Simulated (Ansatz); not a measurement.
Start from `C1O[SiH2]O1` and change one atom or group to get `[GeH3][CH]1O[SiH2]O1`.

Ansatz, PBE0-D4/def2-TZVP geometries, multiplicity 1. 

Scalar relativity is left out up to krypton.

| property | `C1O[SiH2]O1` |
| --- | --- |
| HOMO energy (PBE/def2-TZVPP) / eV | -6.51 |
| size of the dipole moment (ωB97M-V/def2-TZVPP) / D | 0.29 |
| LUMO energy (PBE/def2-TZVPP) / eV | -1.48 |
| HOMO–LUMO gap (PBE0/def2-TZVPP) / eV | 7.47 |
| HOMO energy (PBE0/def2-TZVPP) / eV | -8.01 |
| HOMO–LUMO gap (ωB97M-V/def2-TZVPP) / eV | 11.59 |

Give the same properties after the change, and the shifts. (Estimate.)

The calculation gave: 
```json
{"property": "HOMO energy (PBE/def2-TZVPP) / eV", "`[GeH3][CH]1O[SiH2]O1`": "-6.03", "shift": "0.48"}
{"property": "size of the dipole moment (ωB97M-V/def2-TZVPP) / D", "`[GeH3][CH]1O[SiH2]O1`": "0.46", "shift": "0.17"}
{"property": "LUMO energy (PBE/def2-TZVPP) / eV", "`[GeH3][CH]1O[SiH2]O1`": "-1.60", "shift": "-0.12"}
{"property": "HOMO–LUMO gap (PBE0/def2-TZVPP) / eV", "`[GeH3][CH]1O[SiH2]O1`": "6.71", "shift": "-0.76"}
{"property": "HOMO energy (PBE0/def2-TZVPP) / eV", "`[GeH3][CH]1O[SiH2]O1`": "-7.36", "shift": "0.65"}
{"property": "HOMO–LUMO gap (ωB97M-V/def2-TZVPP) / eV", "`[GeH3][CH]1O[SiH2]O1`": "10.73", "shift": "-0.86"}
```

With PBE0 the HOMO rises by 0.65 eV and the LUMO falls by 0.12 eV, so the gap narrows by about 0.77 eV. PBE moves the HOMO by 0.48 eV and ωB97M-V by 0.75 eV. Dipoles are sizes alone; their direction can turn.
